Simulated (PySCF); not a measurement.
KI, SMILES [K][I].

Geometry: r2SCAN-D4/def2-TZVPD. The def2 effective core potentials stand for the cores of I; spin–orbit coupling is left out.

Two levels are set side by side: PBE/def2-TZVPD (PySCF) and ωB97X/def2-TZVPD (PySCF). Same geometry, gas phase. Differences are taken from unrounded values.

| quantity | PBE |
|---|---|
| orbital gap (eV) | 2.43 |
| highest occupied level (eV) | -4.48 |
| lowest empty level (eV) | -2.05 |
| dipole moment (D) | 10.74 |
| mean polarisability (bohr³) | 75.1 |

Q: These are the PBE values. What does ωB97X give? (The exact figures need the calculation; the answer reports its results.)

A: 
```
quantity                     ωB97X  PBE minus ωB97X
---------------------------  -----  ---------------
orbital gap (eV)              7.36            -4.93
highest occupied level (eV)  -7.59             3.12
lowest empty level (eV)      -0.23            -1.81
dipole moment (D)            11.48            -0.74
mean polarisability (bohr³)   63.0             12.0
```

PBE's occupied levels lie high since its potential decays too fast outside the molecule; exact exchange lowers them and widens the gap. Loosely held outer electrons make PBE densities more polarisable. Differences between two approximate levels are no errors against the true value.

Rough cost on one machine, each run with all the roots and properties that it gave: ωB97X against PBE within a factor of 2.
